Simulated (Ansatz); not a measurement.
Ansatz (an electronic-structure program) input file for C2H2BClO, SMILES B(Cl)(O)C#C, CAM-B3LYP/def2-SVPD. The structure is a stationary point at PBE0-D3(BJ)/def2-SVP. The values are those of a single conformer.

Ansatz 0.2 input:
```yaml
crystal:
  periodic: [false, false, false]
  atoms:
    - {symbol: B, position_ang: [-0.38568770, 0.06010981, -0.00000000]}
    - {symbol: C, position_ang: [0.17653643, -1.36522561, -0.00000000]}
    - {symbol: C, position_ang: [0.60468149, -2.50390447, 0.00000000]}
    - {symbol: H, position_ang: [0.99483449, -3.50645693, 0.00000000]}
    - {symbol: Cl, position_ang: [0.71341656, 1.43323986, 0.00000000]}
    - {symbol: O, position_ang: [-1.70564910, 0.31779210, 0.00000000]}
    - {symbol: H, position_ang: [-2.23659218, -0.48672599, 0.00000000]}
basis:
  gaussian:
    orbitals: def2-SVPD
hamiltonian:
  xc: {name: CAM-B3LYP}
```

Program output:

```
WARN ansatz: RAYON_NUM_THREADS=1 ignored (pool sized by the plan → 1); use --threads N
Functional definition: CAM-B3LYP
integrals: 0.07 GiB planned
1086 factors; their error is unknown
integrals: 0.10 GiB planned
412 factors; integrals over basis functions are off by at most 3.1e-5 eV
mean field: 0.60 GiB planned
mean field evaluation 1: about -17339.3628 eV, gradient 5.1e1 eV
mean field evaluation 2: about -17337.9588 eV, gradient 6.1e1 eV
mean field evaluation 4: about -17344.4433 eV, gradient 1.4e0 eV
mean field evaluation 8: about -17344.4501 eV, gradient 5.1e-2 eV
mean field evaluation 16: about -17344.5031 eV, gradient 5.8e-5 eV
mean field -17344.50305078 eV, -637.3987305898 hartree, gradient 5.8e-5 eV, S^2 0.000000; 0 other end points of the search recorded, 0 dependent functions left out
reference -17344.50317784 eV, -637.3987352590 hartree; 22, 22 occupied and 104, 104 virtual orbitals, 1086 factors
Total energy: -17344.50317784 eV, -637.3987352590 hartree
```

Self-consistency was reached.
